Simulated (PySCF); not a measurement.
Species: BrGe2H5O.
SMILES with atom numbers: `[GeH3:1][O:2][GeH2:3][Br:4]` (hydrogens: H5, H6, H7 on Ge1; H8, H9 on Ge3)

Method: PySCF 2.14.0, PBE0-D3(BJ)/def2-SVP geometry optimisation, gas phase.

Some entries are withheld. Bonds in one row agree within 0.01 Å.

```
            coordinate    value
                Ge1–O2        ?
                O2–Ge3  1.757 Å
               Ge3–Br4        ?
Ge1–H5, Ge1–H6, Ge1–H7  1.538 Å
        Ge3–H8, Ge3–H9  1.534 Å
             O2–Ge1–H5   108.9°
             O2–Ge1–H6   104.9°
             H5–Ge1–H6        ?
            Ge1–O2–Ge3   128.7°
            O2–Ge3–Br4        ?
             O2–Ge3–H8   110.9°
             O2–Ge3–H9   107.9°
            Br4–Ge3–H8   106.4°
            Br4–Ge3–H9   108.5°
             H8–Ge3–H9        ?
```

Problem. Estimate the withheld lengths and angles.

Solution. 
- Ge1–O2 = 1.791 Å, drawn single (ends: germanium bonded to O and 3 H; oxygen bonded to 2 Ge); 0.07 Å below the sum of covalent radii, 1.86 Å.
- Ge3–Br4 = 2.316 Å, drawn single (ends: germanium bonded to Br, O and 2 H; bromine bonded to Ge); 0.08 Å below the sum of covalent radii, 2.40 Å.
- H5–Ge1–H6 = 111.4°, at the germanium bonded to O and 3 H; the outer atoms are 2.541 Å apart.
- O2–Ge3–Br4 = 107.7°, at the germanium bonded to Br, O and 2 H; the outer atoms are 3.305 Å apart.
- H8–Ge3–H9 = 115.1°, at the germanium bonded to Br, O and 2 H; the outer atoms are 2.588 Å apart.

Radii are Cordero's.

No PBE0-D3(BJ)/def2-SVP frequencies stand behind this structure, so it isn't proved a minimum. One conformer, not necessarily the lowest (Ge1–O2–Ge3–Br4 -40°).
